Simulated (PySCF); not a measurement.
Compound: (Cl)3Zr-NH-SiH3 (singlet state).
Bonds: Zr1–Cl2, Zr1–Cl3, Zr1–Cl4, Zr1–N5, N5–Si6. Hydrogens: H7 on N5; H8, H9, H10 on Si6.

Computed by this run: PBE0-D3(BJ)/def2-SVP geometry optimisation, gas phase, def2 core potentials past Kr in PySCF 2.14.0; density fitting, grid level 1; the optimiser is geomeTRIC in internal coordinates, started from a GFN2-xTB structure with every atom displaced at random (about 0.03 Å).

Step 4: E = -48256.6952 eV
```
atom  x, y, z in Å  |  force x, y, z in eV/Å
Zr1     1.0323    0.6657    0.9098   -0.005   0.116   0.013
Cl2     2.8671   -0.3045   -0.1683    0.069  -0.048  -0.004
Cl3     1.4839    2.9032    1.3884   -0.001   0.065   0.014
Cl4     0.4683   -0.4833    2.8767    0.015  -0.078   0.041
N5     -0.5051    0.6916   -0.3668   -0.101  -0.132  -0.055
Si6    -0.9998   -0.9076   -0.9025    0.106   0.072   0.071
H7     -0.9888    1.5146   -0.7239   -0.004  -0.002  -0.016
H8     -0.7817   -1.1399   -2.3589   -0.023   0.032  -0.027
H9     -0.0497   -1.7721   -0.1246   -0.036  -0.035  -0.020
H10    -2.4018   -1.2444   -0.5255   -0.020   0.010  -0.018
```

Step 5: E = -48256.7018 eV
```
atom  x, y, z in Å  |  force x, y, z in eV/Å
Zr1     1.0451    0.6935    0.9263   -0.022   0.096  -0.016
Cl2     2.8667   -0.2970   -0.1609    0.034  -0.025   0.042
Cl3     1.4715    2.9494    1.3806   -0.017  -0.041  -0.009
Cl4     0.4789   -0.5078    2.8648    0.063   0.007   0.005
N5     -0.4883    0.6716   -0.3539   -0.046  -0.017  -0.015
Si6    -1.0017   -0.9160   -0.8991    0.078  -0.047   0.042
H7     -0.9686    1.4894   -0.7271   -0.003   0.039  -0.001
H8     -0.7881   -1.1304   -2.3608   -0.034   0.038  -0.001
H9     -0.0751   -1.8116   -0.1338   -0.050  -0.055  -0.023
H10    -2.4158   -1.2178   -0.5318   -0.004   0.005  -0.025
```

Problem. Estimate the geometry and energy of step 6. (The exact step hangs on the optimiser's Hessian estimate; all steps are aligned on step 5, rigid shifts and turns removed.)

Solution. E = -48256.7074 eV, largest force 0.154 eV/Å
```
atom  x, y, z in Å  |  force x, y, z in eV/Å
Zr1     1.0558    0.7198    0.9382    0.044   0.044   0.017
Cl2     2.8818   -0.2884   -0.1306   -0.020   0.003   0.052
Cl3     1.4576    2.9882    1.3716   -0.025  -0.083  -0.026
Cl4     0.5156   -0.5088    2.8686    0.063   0.072  -0.030
N5     -0.4743    0.6470   -0.3411   -0.029   0.068   0.004
Si6    -1.0092   -0.9258   -0.9021    0.027  -0.151  -0.010
H7     -0.9512    1.4626   -0.7240   -0.001   0.059   0.010
H8     -0.8037   -1.1103   -2.3704   -0.028   0.031   0.021
H9     -0.1134   -1.8636   -0.1559   -0.041  -0.053  -0.021
H10    -2.4344   -1.1973   -0.5498    0.010   0.010  -0.018
```

The energy changes by -0.0057 eV. The first-order estimate −F·Δx gives -0.0102 eV and the mean of the old and new forces, exact on a quadratic surface, -0.0083 eV. The step makes an angle of 65° with the force vector and moves no atom by more than 0.068 Å.

The cost below is that of the whole optimisation. On one thread, AMD EPYC 9R45 (x86_64), shared host, this took 97 s and 0.55 GiB of memory at its peak.
